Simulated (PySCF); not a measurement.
Vertical excitations of a molecule C2H9FOSi2 from TDA-PBE/def2-SVPD (PySCF), as energy in eV (oscillator strength): 6.07 (0.012), 6.32 (0.011), 6.33 (0.006), 6.62 (0.036), 6.78 (0.015), 6.98 (0.102). Lowest triplet (TDA): 5.53 eV. The structure is a stationary point at B3LYP-D3(BJ)/def2-SVP. The values are those of a single conformer.

**Question.** Which structure fits?
A) C[Si@](O)(F)C[SiH3]
B) FC[SiH2]CO[SiH3]
C) CO[Si@H](F)[SiH2]C
D) OC[C@H]([SiH3])[SiH2]F

**Answer.** C, CO[Si@H](F)[SiH2]C
